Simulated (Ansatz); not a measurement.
`[F][AlH][CH2][GeH3]` + `C[SeH]` → `C[Se][AlH][F]` + `[CH3][GeH3]`  (ligand exchange at the Al–C bond)

Gas-phase electronic energies from Ansatz, PBE0-D4/def2-TZVP geometries. CBS: MP2 limit from def2 TZ/QZ plus the TZ coupled-cluster correction, frozen cores. For Ge, Se outer-core shells are correlated without core-valence functions, which leaves a few kJ/mol of doubt a bond. Scalar relativity is left out up to krypton. One conformer a species, not always the lowest.

| species | CCSD(T)/CBS(def2) energy (Eh) |
| --- | --- |
| `[F][AlH][CH2][GeH3]` | -2459.65666 |
| `C[SeH]` | -2441.15625 |
| `C[Se][AlH][F]` | -2783.08628 |
| `[CH3][GeH3]` | -2117.76728 |

(1) Work out ΔE.

(2) What do rigid-rotor, harmonic-oscillator terms from PBE0-D4/def2-TZVP frequencies (298.15 K, 1 bar) make of the CCSD(T)/CBS value? (An estimate is asked.)

Largest T1 diagnostic among the species: 0.012.

## Answers

(1) ΔE = (-2783.08628) + (-2117.76728) − (-2459.65666) − (-2441.15625) = -0.04065 Eh = -106.7 kJ/mol.

(2) The calculation gave: ΔZPE = +9.7 kJ/mol, ΔH = -97.3 kJ/mol, ΔS = -18 J/(mol·K), ΔG = -91.9 kJ/mol. Modes under 50 cm⁻¹ make the entropy rough.

At CCSD(T), def2-SVP lies +5.6 kJ/mol from the extrapolated value and def2-TZVPP +2.8 kJ/mol. Leaving LDA and LC-ωPBE aside and taking each functional with its dispersion term where it has one, the values, not all of them listed here, spread over 5.8 kJ/mol, from r2SCAN0-D4 to CAM-B3LYP-D4. From BLYP to BHLYP (50 % exact exchange), in def2-TZVPP and without D4, ΔE moves by −3.4 kJ/mol.
